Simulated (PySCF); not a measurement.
Compound: C₈H₇FO.
SMILES with atom numbers: `[CH3:1][c:2]1[cH:3][cH:4][cH:5][c:6]([C:7](=[O:8])[F:9])[cH:10]1` (hydrogens: H11, H12, H13 on C1; H14 on C3; H15 on C4; H16 on C5; H17 on C10)

The same species was optimised twice, with GFN2-xTB and with PBE0-D3(BJ)/def2-SVP (PySCF), and the same property calculations (PySCF, gas phase) were run on both structures.

```tsv
coordinate	GFN2-xTB	PBE0-D3(BJ)/def2-SVP	change
C7–F9 (Å)	1.371	1.343	-0.028
C6–C7 (Å)	1.461	1.476	+0.015
C2–C10 (Å)	1.384	1.394	+0.010
C4–C5 (Å)	1.383	1.392	+0.009
C2–C3 (Å)	1.394	1.403	+0.009
C3–C4 (Å)	1.384	1.392	+0.008
C1–C2 (Å)	1.497	1.501	+0.004
C5–C6 (Å)	1.394	1.398	+0.004
C6–C10 (Å)	1.397	1.400	+0.003
C7=O8 (Å)	1.185	1.187	+0.002
O8–C7–F9 (°)	118.5	120.3	+1.8
C6–C7–O8 (°)	129.3	127.5	-1.8
C3–C2–C10 (°)	118.5	118.0	-0.5
C1–C2–C3 (°)	120.3	120.7	+0.4
C2–C10–C6 (°)	120.7	121.0	+0.3
C5–C6–C10 (°)	120.2	120.4	+0.2
C5–C6–C7 (°)	122.1	121.8	-0.3
C2–C3–C4 (°)	121.2	121.4	+0.2
C5–C6–C7–O8 (°)	180	179	-1
```

Rotational constants: A = 2674, B = 929.4, C = 692.6 MHz (GFN2-xTB) against A = 2646, B = 926.2, C = 689.0 MHz (PBE0-D3(BJ)/def2-SVP).

On the GFN2-xTB structure: HOMO (eV) -7.72 [PBE0/pcSseg-1]; LUMO (eV) -1.94 [PBE0/pcSseg-1]; dipole (D) 4.41 [PBE0/pcSseg-1]; GIAO shielding of C1 (ppm) 163.2 [PBE0/pcSseg-1]; GIAO shielding of C2 (ppm) 42.0 [PBE0/pcSseg-1]; GIAO shielding of C3 (ppm) 44.7 [PBE0/pcSseg-1]; GIAO shielding of C4 (ppm) 52.7 [PBE0/pcSseg-1]; GIAO shielding of C5 (ppm) 51.1 [PBE0/pcSseg-1]; GIAO shielding of C6 (ppm) 57.2 [PBE0/pcSseg-1]; GIAO shielding of C7 (ppm) 20.8 [PBE0/pcSseg-1]; GIAO shielding of O8 (ppm) -91.6 [PBE0/pcSseg-1].

What do these properties become on the PBE0-D3(BJ)/def2-SVP structure?

```json
{"property": "HOMO (eV)", "level": "PBE0/pcSseg-1", "on GFN2-xTB": "-7.72", "on PBE0-D3(BJ)/def2-SVP": "-7.65", "change": "+0.07"}
{"property": "LUMO (eV)", "level": "PBE0/pcSseg-1", "on GFN2-xTB": "-1.94", "on PBE0-D3(BJ)/def2-SVP": "-1.87", "change": "+0.07"}
{"property": "dipole (D)", "level": "PBE0/pcSseg-1", "on GFN2-xTB": "4.41", "on PBE0-D3(BJ)/def2-SVP": "4.16", "change": "-0.25"}
{"property": "energy, GFN2-xTB geometry as zero (kcal/mol)", "level": "PBE0/pcSseg-1", "on GFN2-xTB": "0.0", "on PBE0-D3(BJ)/def2-SVP": "-0.3", "change": "-0.3"}
{"property": "GIAO shielding of C1 (ppm)", "level": "PBE0/pcSseg-1", "on GFN2-xTB": "163.2", "on PBE0-D3(BJ)/def2-SVP": "161.5", "change": "-1.7"}
{"property": "GIAO shielding of C2 (ppm)", "level": "PBE0/pcSseg-1", "on GFN2-xTB": "42.0", "on PBE0-D3(BJ)/def2-SVP": "40.2", "change": "-1.8"}
{"property": "GIAO shielding of C3 (ppm)", "level": "PBE0/pcSseg-1", "on GFN2-xTB": "44.7", "on PBE0-D3(BJ)/def2-SVP": "42.7", "change": "-2.0"}
{"property": "GIAO shielding of C4 (ppm)", "level": "PBE0/pcSseg-1", "on GFN2-xTB": "52.7", "on PBE0-D3(BJ)/def2-SVP": "50.7", "change": "-2.0"}
{"property": "GIAO shielding of C5 (ppm)", "level": "PBE0/pcSseg-1", "on GFN2-xTB": "51.1", "on PBE0-D3(BJ)/def2-SVP": "50.3", "change": "-0.8"}
{"property": "GIAO shielding of C6 (ppm)", "level": "PBE0/pcSseg-1", "on GFN2-xTB": "57.2", "on PBE0-D3(BJ)/def2-SVP": "54.7", "change": "-2.5"}
{"property": "GIAO shielding of C7 (ppm)", "level": "PBE0/pcSseg-1", "on GFN2-xTB": "20.8", "on PBE0-D3(BJ)/def2-SVP": "21.0", "change": "+0.2"}
{"property": "GIAO shielding of O8 (ppm)", "level": "PBE0/pcSseg-1", "on GFN2-xTB": "-91.6", "on PBE0-D3(BJ)/def2-SVP": "-88.5", "change": "+3.1"}
```

The heavy atoms differ by 0.014 Å rms after alignment. Among bonds between heavy atoms C7–F9 changes most (-0.028 Å). Changes are differences of the printed values. Neither structure is proved a minimum here.

Shape of the structure used: `[CH3:1][c:2]1[cH:3][cH:4][cH:5][c:6]([C:7](=[O:8])[F:9])[cH:10]1`: C5–C6–C7–O8 179°.
